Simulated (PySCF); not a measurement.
## Continuum solvent and chemical shifts

Molfile (atoms numbered from 1):
```
C5H16N2Si2
     RDKit          3D

 25 25  0  0  0  0  0  0  0  0999 V2000
    2.3903   -0.4791   -1.4288 C   0  0  0  0  0  0  0  0  0  0  0  0
    1.5785   -0.0527   -0.3168 N   0  0  0  0  0  0  0  0  0  0  0  0
    2.2588    0.8341    0.5917 C   0  0  0  0  0  0  0  0  0  0  0  0
    0.2690   -1.0754    0.2352 Si  0  0  2  0  0  4  0  0  0  0  0  0
   -0.9430   -1.4735   -1.1778 C   0  0  0  0  0  0  0  0  0  0  0  0
   -2.3674   -1.4847   -0.5968 C   0  0  0  0  0  0  0  0  0  0  0  0
   -2.6866   -0.1941    0.1697 C   0  0  0  0  0  0  0  0  0  0  0  0
   -1.3380    0.1173    1.4756 Si  0  0  2  0  0  4  0  0  0  0  0  0
   -1.0936    1.8173    1.7737 N   0  0  0  0  0  0  0  0  0  0  0  0
    2.7587    0.3907   -2.0050 H   0  0  0  0  0  0  0  0  0  0  0  0
    1.8057   -1.1054   -2.1206 H   0  0  0  0  0  0  0  0  0  0  0  0
    3.2809   -1.0662   -1.1197 H   0  0  0  0  0  0  0  0  0  0  0  0
    2.6510    1.7179    0.0535 H   0  0  0  0  0  0  0  0  0  0  0  0
    3.1218    0.3631    1.1086 H   0  0  0  0  0  0  0  0  0  0  0  0
    1.5621    1.1996    1.3616 H   0  0  0  0  0  0  0  0  0  0  0  0
    0.7505   -2.3708    0.8428 H   0  0  0  0  0  0  0  0  0  0  0  0
   -0.8531   -0.6642   -1.9249 H   0  0  0  0  0  0  0  0  0  0  0  0
   -0.7168   -2.4183   -1.6964 H   0  0  0  0  0  0  0  0  0  0  0  0
   -3.1074   -1.6520   -1.3983 H   0  0  0  0  0  0  0  0  0  0  0  0
   -2.4741   -2.3490    0.0852 H   0  0  0  0  0  0  0  0  0  0  0  0
   -2.6718    0.6677   -0.5230 H   0  0  0  0  0  0  0  0  0  0  0  0
   -3.6946   -0.2177    0.6138 H   0  0  0  0  0  0  0  0  0  0  0  0
   -1.6913   -0.4861    2.7990 H   0  0  0  0  0  0  0  0  0  0  0  0
   -0.7624    2.1154    2.6838 H   0  0  0  0  0  0  0  0  0  0  0  0
   -0.6865    2.3925    1.0441 H   0  0  0  0  0  0  0  0  0  0  0  0
  1  2  1  0
  2  3  1  0
  2  4  1  0
  4  5  1  0
  5  6  1  0
  6  7  1  0
  7  8  1  0
  8  9  1  0
  8  4  1  0
  1 10  1  0
  1 11  1  0
  1 12  1  0
  3 13  1  0
  3 14  1  0
  3 15  1  0
  4 16  1  1
  5 17  1  0
  5 18  1  0
  6 19  1  0
  6 20  1  0
  7 21  1  0
  7 22  1  0
  8 23  1  1
  9 24  1  0
  9 25  1  0
M  END
```

GIAO PBE0/pcSseg-1 in PySCF 2.14.0 with density-fitted response routines on one PBE0-D3(BJ)/def2-SVP conformer, non-relativistic, equivalent nuclei averaged. Solvents enter as an IEF-PCM continuum (tetrahydrofuran with ε = 7.4, dichloromethane with ε = 8.9) around the gas-phase geometry. Shifts are referred to TMS computed in the same medium.

Gas phase, δ in ppm: C1/C3 41.2, C6 19.9, C7 18.5, C5 17.8, Si8 -18.3, Si4 -22.8, H23 4.73, H16 4.60, H10/H11/H12/H13/H14/H15 2.45, H19 2.06, H22 1.49, H18 1.46, H20 0.71, H21 0.48. Dipole moment 1.46 D.

(1) How does each δ change in the continuum?

(2) Which of the listed nuclei move most (in ppm), and what does the model miss? (N and O are left out, as their reference compounds move with the solvent too.)

Answers

(1) 
| atoms | environment | Δδ, tetrahydrofuran | Δδ, dichloromethane |
| --- | --- | --- | --- |
| C1/C3 | methyl carbon bonded to N | +0.5 | +0.5 |
| C6 | sp3 CH2 in a ring | +0.6 | +0.6 |
| C7 | sp3 CH2 bonded to Si | +0.3 | +0.3 |
| C5 | sp3 CH2 bonded to Si | +0.6 | +0.7 |
| Si8 | silicon bonded to C, N, Si, H, in a 5-membered ring | -0.2 | -0.2 |
| Si4 | silicon bonded to C, N, Si, H, in a 5-membered ring | 0.0 | 0.0 |
| H23 | hydrogen on a silicon bonded to C, N, Si, in a 5-membered ring | -0.12 | -0.12 |
| H16 | hydrogen on a silicon bonded to C, N, Si, in a 5-membered ring | -0.17 | -0.18 |
| H10/H11/H12/H13/H14/H15 | hydrogen on a methyl carbon bonded to N | +0.04 | +0.04 |
| H19 | hydrogen on an sp3 CH2 in a ring | -0.02 | -0.02 |
| H22 | hydrogen on an sp3 CH2 bonded to Si | -0.04 | -0.04 |
| H18 | hydrogen on an sp3 CH2 bonded to Si | +0.04 | +0.04 |
| H20 | hydrogen on an sp3 CH2 in a ring | +0.03 | +0.03 |
| H21 | hydrogen on an sp3 CH2 bonded to Si | +0.04 | +0.04 |

Changes are relative to the gas phase. The dipole moment becomes 1.84 D in tetrahydrofuran, 1.86 D in dichloromethane.

(2) C6 (sp3 CH2 in a ring, +0.6 ppm) and C5 (sp3 CH2 bonded to Si, +0.7 ppm) in dichloromethane. A continuum only polarises the solute; specific hydrogen bonds, the anisotropy of aromatic solvents and changes of geometry or conformer are outside it.
